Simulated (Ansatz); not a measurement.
Geometry optimisation, RKS PBE0-D4/def2-SVP (Ansatz 0.2.0).

The input (input.yaml):

```yaml
crystal:
  periodic: [false, false, false]
  atoms:
    - { symbol: Ge, position_ang: [-0.126956, 0.063481, 0.11365] }
    - { symbol: O, position_ang: [-0.298705, -0.007563, 1.857979] }
    - { symbol: H, position_ang: [-0.962029, 0.621534, 2.175866] }
    - { symbol: F, position_ang: [1.479397, 0.361708, -0.381932] }
    - { symbol: F, position_ang: [-1.108532, 1.347909, -0.451349] }
    - { symbol: F, position_ang: [-0.716742, -1.323077, -0.697439] }
    - { symbol: "N", position_ang: [1.514289, -2.324654, 1.230616] }
    - { symbol: H, position_ang: [0.805926, -2.6914, 0.599939] }
    - { symbol: H, position_ang: [2.166769, -1.747752, 0.70643] }
    - { symbol: H, position_ang: [1.059382, -1.750284, 1.961238] }
basis:
  gaussian: { orbitals: def2-SVP }
hamiltonian:
  xc: pbe0
  dispersion: d4
relax:
  f_tol: 0.03
  max_steps: 50
```

Command:

```bash
$ ansatz run input.yaml --threads 4 --pin off --max-ram 5120MiB --backend cpu --events-out ev --progress --plain --runs-dir out
```

Q: Where does it end, and by what steps?

A: It converged. After 14 steps the energy has fallen by 0.851 eV; N7 moved furthest, 0.66 Å. Joined: Ge1–N7 (3.11 → 2.12 Å).

| step | energy less start (eV) | largest force component (eV/Å) | accepted |
| --- | --- | --- | --- |
| 0 | 0.0000 | 0.551 | yes |
| 1 | -0.0014 | 0.585 | yes |
| 2 | -0.0242 | 0.326 | yes |
| 3 | -0.0287 | 0.344 | yes |
| 4 | -0.0355 | 0.339 | yes |
| 5 | -0.0426 | 0.271 | yes |
| 6 | -0.0492 | 0.225 | yes |
| 7 | -0.1810 | 0.907 | yes |
| 8 | -0.4839 | 1.765 | yes |
| 9 | -0.7094 | 2.076 | yes |
| 10 | -0.8203 | 0.489 | yes |
| 11 | -0.8317 | 0.295 | yes |
| 12 | -0.8509 | 0.108 | yes |
| 13 | -0.8510 | 0.038 | yes |
| 14 | -0.8512 | 0.003 | yes |

```xyz
10
Properties=species:S:1:pos:R:3
Ge 0.007 -0.203 0.256
O -0.352 -0.009 1.973
H -0.956 0.738 2.071
F 1.509 0.363 -0.409
F -0.977 1.124 -0.304
F -0.770 -1.442 -0.683
N 1.197 -1.814 0.966
H 0.869 -2.689 0.559
H 2.171 -1.663 0.704
H 1.116 -1.855 1.982
```

Time of the run: 41 s on 4 threads of Arm Neoverse V1, on a shared host, peak memory 0.33 GiB.
